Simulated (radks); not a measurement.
Question: The arsenic ion As+, configuration [Ar] 3d10 4s2 4p2 (the NIST ground configuration). Calculated with a radial shooting solver on a logarithmic mesh with Libxc functionals: scalar-relativistic Kohn-Sham, r2SCAN, spin-polarised, spherical densities, finite nucleus; open shells are filled with parallel spins first; meta-GGA in the generalised Kohn-Sham scheme; Fermi nuclear charge, rms radius 4.0968 fm. Some entries of the table are withheld. Estimate them.

orbital  occ.  eigenvalue (hartree)  <r^2> (bohr^2)
1s up       1             -432.2279        0.002788
1s down     1             -432.2227        0.002788
2s up       1             -55.46328         0.04838
2s down     1             -55.46287         0.04838
2p up       3             -48.60338         0.03846
2p down     3             -48.59981         0.03846
3s up       1              -7.55173          0.4108
3s down     1              -7.54756          0.4109
3p up       3              -5.40251          0.4465
3p down     3              -5.39755          0.4461
3d up       5              -1.88609          0.5824
3d down     5              -1.87753          0.5726
4s up       1                   (1)           4.084
4s down     1                   (2)           4.006
4p up       2                   (3)           5.978
4p down     0                   (4)           5.756

Answer: 
(1) 4s up eigenvalue (hartree): -0.91449
(2) 4s down eigenvalue (hartree): -0.82138
(3) 4p up eigenvalue (hartree): -0.53042
(4) 4p down eigenvalue (hartree): -0.42807
